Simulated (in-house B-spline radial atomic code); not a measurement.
Configurations of the calcium ion Ca²⁺, with energies counted from [Ne] 3s2 3p6. Method: non-relativistic LDA exchange-only, spin-polarised, spherical fractional occupations, point nucleus. Calculated with a B-spline radial code for spherical atoms. Shells without spins written out take the highest spin.

Occupations are held fixed; configurations that lie above the ionisation limit could autoionise.

```json
{"configuration": "[Ne] 3s2 3p5 3d1", "E - E(ref) (eV)": "25.724", "highest orbital": "3d up", "its <r> (bohr)": "1.666"}
{"configuration": "[Ne] 3s1 3p6 3d1", "E - E(ref) (eV)": "44.252", "highest orbital": "3d up", "its <r> (bohr)": "1.64"}
{"configuration": "[Ne] 3s1 3p6 4p1", "E - E(ref) (eV)": "51.801", "highest orbital": "4p up", "its <r> (bohr)": "3.509"}
{"configuration": "[Ne] 3s1 3p6 4d1", "E - E(ref) (eV)": "57.323", "highest orbital": "4d up", "its <r> (bohr)": "4.677"}
{"configuration": "[Ne] 3s(1 up, 0 down) 3p6 4d(0 up, 1 down)", "E - E(ref) (eV)": "57.439", "highest orbital": "4d down", "its <r> (bohr)": "4.732"}
{"configuration": "[He] 2s2 2p5 3s2 3p6 4s1", "E - E(ref) (eV)": "350.93", "highest orbital": "4s up", "its <r> (bohr)": "3.015"}
{"configuration": "[He] 2s2 2p5 3s2 3p6 4d1", "E - E(ref) (eV)": "360.62", "highest orbital": "4d up", "its <r> (bohr)": "4.535"}
```

(1) Order these further configurations by energy, lowest first.
A. [He] 2s2 2p5 3s2 3p6 4p1
B. [Ne] 3s(1 up, 0 down) 3p6 3d(0 up, 1 down)
C. [He] 2s2 2p(3 up, 2 down) 3s2 3p6 4f(0 up, 1 down)
D. [Ne] 3s2 3p5 4s1
E. [He] 2s2 2p5 3s2 3p6 4f1

(2) How far above the reference does [He] 2s2 2p5 3s2 3p6 3d1 lie?

(3) How far above the reference does [Ne] 3s(0 up, 1 down) 3p6 4p(1 up, 0 down) lie?

Answers

(1) D (28.87 eV), B (45.293 eV), A (355.03 eV), C (364.13 eV), E (364.14 eV).

(2) 346.43 eV; its least bound orbital is 3d up with <r> = 1.51 bohr.

(3) 51.941 eV; its least bound orbital is 4p up with <r> = 3.539 bohr.
